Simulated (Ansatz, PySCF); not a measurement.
Gas-phase reaction (SMILES): BOC + N (NH3) -> BN (BNH4) + CO (CH4O); ammonia cleaves one B-O bond, a model of a ligand-exchange step.

Geometries: B3LYP-D3(BJ)/def2-TZVP minima from Ansatz (a program for electronic structure), one conformer each, not searched for the lowest. Valence correlation only, unless marked. No spin-orbit coupling. Non-relativistic. CBS marks a two-point X^-3 extrapolation of the correlation energy; Hartree-Fock from the larger set. Thermal terms are rigid-rotor harmonic-oscillator values from B3LYP-D3(BJ) frequencies (Ansatz or PySCF) at 298.15 K and 1 atm. 1 Eh = 627.5095 kcal/mol.

```json
[
 {"species": "BOC", "E, CCSD(T)/CBS(cc-pVTZ,cc-pVQZ) (Ansatz) (Eh)": "-141.03734", "E, wB97M-V/def2-TZVPD (Ansatz) (Eh)": "-141.19196", "H - E (Eh)": "0.06882"},
 {"species": "N (NH3)", "E, CCSD(T)/CBS(cc-pVTZ,cc-pVQZ) (Ansatz) (Eh)": "-56.50369", "E, wB97M-V/def2-TZVPD (Ansatz) (Eh)": "-56.55014", "H - E (Eh)": "0.03799"},
 {"species": "BN (BNH4)", "E, CCSD(T)/CBS(cc-pVTZ,cc-pVQZ) (Ansatz) (Eh)": "-81.92865", "E, wB97M-V/def2-TZVPD (Ansatz) (Eh)": "-82.02329", "H - E (Eh)": "0.05211"},
 {"species": "CO (CH4O)", "E, CCSD(T)/CBS(cc-pVTZ,cc-pVQZ) (Ansatz) (Eh)": "-115.60979", "E, wB97M-V/def2-TZVPD (Ansatz) (Eh)": "-115.71687", "H - E (Eh)": "0.05533"}
]
```

**Question.** Work out ΔE and ΔH at 298.15 K at the first level, then ΔH at the second.

**Answer.** 
1. ΔE = [(-81.92865) + (-115.60979)] - [(-141.03734) + (-56.50369)] = 0.00259 Eh = 1.6 kcal/mol at CCSD(T)/CBS(cc-pVTZ,cc-pVQZ).
2. The terms H - E add up to 0.00063 Eh, so ΔH = (0.00259 + (0.00063))×627.5095 = 2.0 kcal/mol.
3. At wB97M-V/def2-TZVPD the same steps give ΔE = 1.2 and ΔH = 1.6 kcal/mol, a shift of -0.4 from the first level.
4. These values are not checked against measurement here, since the tables used lack a sound gas-phase enthalpy of formation for at least one species.
